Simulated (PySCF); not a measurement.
**Optical rotation: SMILES [SeH][SeH], H₂Se₂**

Cartesian coordinates in Å; atom numbers follow the order of the lines, from 1:
```xyz
4

Se    1.038    0.512    0.575
Se   -1.028    0.609   -0.502
H     1.657   -0.478   -0.327
H    -1.672   -0.471    0.270
```

Method: TDDFT PBE0/def2-SVPD circular dichroism and optical rotation, one conformer, gas phase (PySCF 2.14.0). Geometry: PBE0-D3(BJ)/def2-SVP.

The calculation is non-relativistic, which matters for the atoms heavier than Zn. States above about 7.2 eV lie in this functional's continuum (it starts at minus the energy of the highest occupied orbital, well below the true ionisation energy for most functionals) and depend on the basis. No stereocentre is labelled: unless the shape is locked (an allene, a helicene, a hindered biaryl), the mirror image is equally populated and a measured rotation or CD is zero.

(1) What is the specific rotation at 633, 589.3, 546, 436, 405, 365, 355 nm?

## Answers

(1) [α] in deg dm⁻¹ (g/mL)⁻¹:
```tsv
λ (nm)	origin-invariant length gauge	modified velocity gauge	length gauge (centre of mass)	isotropic polarisability (au)
633	+86.5	+95.8	+86.3	61.1
589.3	+104.7	+115.8	+104.4	61.5
546	+129.7	+143.7	+129.4	62.0
436	+278.8	+309.2	+278.1	64.3
405	+390.9	+433.8	+390.1	65.4
365	+773.2	+858.2	+772.2	67.9
355	+1015.5	+1126.7	+1014.6	69.0
```

The shortest wavelength is close to the first absorption, where this undamped response comes out too large.

And for the mirror image at 589.3 nm?

-104.7 deg dm⁻¹ (g/mL)⁻¹ (origin-invariant length gauge): the same size and the opposite sign.

What is the molar rotation [Φ] = [α]·M/100 of the geometry above at 589.3 nm?

With M = 159.96 g/mol, +167.4 deg cm² dmol⁻¹ (origin-invariant length gauge).

The first excitation lies at 3.87 eV (321 nm) with R = +15.1 × 10⁻⁴⁰ esu² cm² (velocity form).
